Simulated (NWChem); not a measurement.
System: C₄H₅BO; SMILES C#CB1COC1

Here is an NWChem input.

```
start job
memory heap 200 mb stack 700 mb global 900 mb
geometry units angstroms noautoz
  C      0.000000     0.000000     2.880803
  C      0.000000     0.000000     1.661144
  B      0.000000     0.000000     0.153920
  C      0.000000    -1.057408    -1.018222
  O      0.000000     0.000000    -1.985808
  C      0.000000     1.057408    -1.018222
  H      0.000000     0.000000     3.956792
  H      0.891594    -1.709671    -1.098632
  H     -0.891594    -1.709671    -1.098632
  H     -0.891594     1.709671    -1.098632
  H      0.891594     1.709671    -1.098632
end
basis spherical
  * library def2-tzvp
end
dft
  xc pbe0
  iterations 150
  semidirect filesize 400000000
  mulliken
end
task dft energy
```

Output (shortened):

```
             Northwest Computational Chemistry Package (NWChem) 7.3.0
             --------------------------------------------------------

 C2V symmetry detected

                             Geometry "geometry" -> ""
                             -------------------------

 Output coordinates in angstroms (scale by  1.889725989 to convert to a.u.)

  No.       Tag          Charge          X              Y              Z
 ---- ---------------- ---------- -------------- -------------- --------------
    1 C                    6.0000     0.00000000     0.00000000     2.89322162
    2 C                    6.0000     0.00000000     0.00000000     1.67356262
    3 B                    5.0000     0.00000000     0.00000000     0.16633862
    4 C                    6.0000     0.00000000    -1.05740800    -1.00580338
    5 O                    8.0000     0.00000000     0.00000000    -1.97338938
    6 C                    6.0000     0.00000000     1.05740800    -1.00580338
    7 H                    1.0000     0.00000000     0.00000000     3.96921062
    8 H                    1.0000     0.89159400    -1.70967100    -1.08621338
    9 H                    1.0000    -0.89159400    -1.70967100    -1.08621338
   10 H                    1.0000    -0.89159400     1.70967100    -1.08621338
   11 H                    1.0000     0.89159400     1.70967100    -1.08621338

 Effective nuclear repulsion energy (a.u.)     184.8915223238

      Symmetry information
      --------------------

 Group name             C2v
 Group number             16
 Group order               4
 No. of unique centers     7

                                 NWChem DFT Module
                                 -----------------

 Summary of "ao basis" -> "ao basis" (spherical)
 ------------------------------------------------------------------------------
       Tag                 Description            Shells   Functions and Types
 ---------------- ------------------------------  ------  ---------------------
 C                         def2-tzvp                11       31   5s3p2d1f
 B                         def2-tzvp                11       31   5s3p2d1f
 O                         def2-tzvp                11       31   5s3p2d1f
 H                         def2-tzvp                 4        6   3s1p

      Symmetry analysis of basis
      --------------------------

        a1         87
        a2         28
        b1         45
        b2         56

            General Information
            -------------------
          SCF calculation type: DFT
          Wavefunction type:  closed shell.
          No. of atoms     :    11
          No. of electrons :    42
           Alpha electrons :    21
            Beta electrons :    21
          Charge           :     0
          Spin multiplicity:     1
          Use of symmetry is: on ; symmetry adaption is: on
          Maximum number of iterations: 150
          AO basis - number of functions:   216
                     number of shells:    86
          Convergence on energy requested:  1.00D-06
          Convergence on density requested:  1.00D-05
          Convergence on gradient requested:  5.00D-04

              XC Information
              --------------
                         PBE0 Method XC Functional
                     Hartree-Fock (Exact) Exchange  0.250
          PerdewBurkeErnzerhof Exchange Functional  0.750
            Perdew 1991 LDA Correlation Functional  1.000 local
           PerdewBurkeErnz. Correlation Functional  1.000 non-local

             Grid Information
             ----------------
          Grid used for XC integration:  medium
          Radial quadrature: Mura-Knowles
          Angular quadrature: Lebedev.
          Tag              B.-S. Rad. Rad. Pts. Rad. Cut. Ang. Pts.
          ---              ---------- --------- --------- ---------
          C                   0.70       49          13.0       434
          B                   0.85       49          11.0       434
          O                   0.60       49          14.0       434
          H                   0.35       45          13.0       434
          Grid pruning is: on
          Number of quadrature shells:   335
          Spatial weights used:  Erf1

      Superposition of Atomic Density Guess
      -------------------------------------

 Sum of atomic energies:        -252.50337890

      Non-variational initial energy
      ------------------------------

 Total energy =    -255.751364
 1-e energy   =    -706.154977
 2-e energy   =     265.512090
 HOMO         =      -0.299192
 LUMO         =      -0.064656

      Symmetry analysis of molecular orbitals - initial
      -------------------------------------------------

  Numbering of irreducible representations:

     1 a1          2 a2          3 b1          4 b2

  Orbital symmetries:

     1 a1          2 a1          3 a1          4 a1          5 b2
     6 a1          7 a1          8 a1          9 b2         10 a1
    11 a1         12 a1         13 b1         14 b2         15 a1
    16 a2         17 a1         18 b2         19 b1         20 b1
    21 b2         22 b1         23 b2         24 a1         25 a1
    26 b1         27 b2         28 a1         29 b1         30 a1
    31 a2

------------------------------------------------------------
EAF file 0: "./job.aoints.0" size=296222720 bytes
------------------------------------------------------------
               write      read    awrite     aread      wait
               -----      ----    ------     -----      ----
     calls:      565         0         0         0         0
   data(b): 2.96e+08  0.00e+00  0.00e+00  0.00e+00
   time(s): 0.00e+00  0.00e+00  0.00e+00  0.00e+00  0.00e+00
rate(mb/s): 0.00e+00  0.00e+00
------------------------------------------------------------

     ---------------------------------------------
      Total Density - Mulliken Population Analysis
     ---------------------------------------------

[...]
```

Level: PBE0/def2-TZVP. The geometry was optimised at PBE0/def2-SVP.
